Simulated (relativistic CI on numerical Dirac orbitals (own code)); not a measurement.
## Ca III: what numerical and physical settings do to a radial Dirac CI calculation

Reference input:

```
atom Ca  Z=20  charge=2  electrons=18
nucleus A=40  rms_radius_fm=3.4776
hamiltonian dirac-coulomb  breit=on  qed=on  c_scale=1
orbitals kli  potential=per-configuration
slater_scale 1
correlation none
mixing on
grid step=0.0125 r_max=34.3
scf mixing=0.4 start=green max_iterations=150 tolerance=2e-08 node_fill=0.05
configurations
  [Ne] 3s2 3p6
  [Ne] 3s2 3p5 3d
end
```

Computed lowest total energy -678.77998 Ha, first excitation 199795.7 cm⁻¹, 20 SCF steps. Runs with settings changed; * marks those that are bad on purpose (the QED terms keep the true α when c is scaled):

```tsv
Changed	Outcome	Lowest level	ΔE (Ha)	First excitation (cm⁻¹)	SCF steps	Message
QED terms off	converged	3p6 1S_0	-0.126	199790.4	20	
grid step 0.03	converged	3p6 1S_0	9.95e-05	199795.6	21	
start potential bare, speed of light × 2	converged	3p6 1S_0	2.06	199966.8	26	
end of the grid at 1.03 bohr *	not converged				1	SCF of 1s2 2s2 2p6 3s2 3p6 stopped: an orbital could not be found
node fill of the KLI weights 50 *	converged	3p6 1S_0	0.32	196785.3	23
```

With so few configurations and no correlation, terms lie too far apart (by 10 to 50 % near neutrality), their order can be wrong, and levels of other configurations are missing.
